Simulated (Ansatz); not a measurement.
## Which isomer of ClGaHNSi gives these data?

These gas-phase data were calculated for one isomer of ClGaHNSi at PBE0-D3(BJ)/pcseg-1 (harmonic, unscaled wavenumbers; equilibrium rotational constants with average atomic masses):

- rotational constants: 7.161, 1.316, 1.112 GHz
- all wavenumbers above 1500 cm⁻¹: 2076

Candidates:

(1) `[Si]=[N][GaH][Cl]`, a singlet
(2) `Cl[SiH]=[N][Ga]`, a singlet

**Question.** Assign the data to one candidate and say why.

**Answer.** Candidate (1). The band at 2076 cm⁻¹ lies where the Ga–H stretch is expected; (2) has no mode between 1700 and 2150 cm⁻¹.

The same quantities for all candidates:

```tsv
	rotational constants (GHz)	wavenumbers above 1500 cm⁻¹	E above the lowest, PBE0-D3(BJ)/pcseg-1 (kcal/mol)
(1)	7.161, 1.316, 1.112	2076	0.0
(2)	11.96, 0.835, 0.7805	2294	5.8
```

Each candidate is one conformer. Programs: Ansatz 0.2.0.
